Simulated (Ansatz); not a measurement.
A run for Ansatz (a first-principles code): R-PBE0/def2-TZVPPD on CH7BrSi (a complex), monomers drawn apart or pushed together. Files ending in .json are basis or fitting sets from the Basis Set Exchange.

Ansatz 0.2 input:
```yaml
crystal:
  periodic: [false, false, false]
  atoms:
    - {symbol: Br, position_ang: [-1.42924959, 0.06058801, -0.17129521]}
    - {symbol: H, position_ang: [-0.30333285, -0.16620468, 0.68132888]}
    - {symbol: C, position_ang: [-1.04835977, 0.46204327, 3.57056274]}
    - {symbol: Si, position_ang: [0.71841158, -0.09890408, 3.30906340]}
    - {symbol: H, position_ang: [-1.23152474, 0.67296350, 4.62576523]}
    - {symbol: H, position_ang: [-1.75387121, -0.30599533, 3.24967360]}
    - {symbol: H, position_ang: [-1.25905326, 1.36841784, 3.00078214]}
    - {symbol: H, position_ang: [1.68398159, 0.94738138, 3.71965820]}
    - {symbol: H, position_ang: [0.96031341, -0.38557543, 1.86681137]}
    - {symbol: H, position_ang: [1.00724797, -1.34280858, 4.06065488]}
basis:
  gaussian:
    orbitals: def2-TZVPPD.json
hamiltonian:
  xc: {name: PBE0}
scf: {lower_state_search: off}
```

Predict the final total energy.

-2905.5125 hartree.
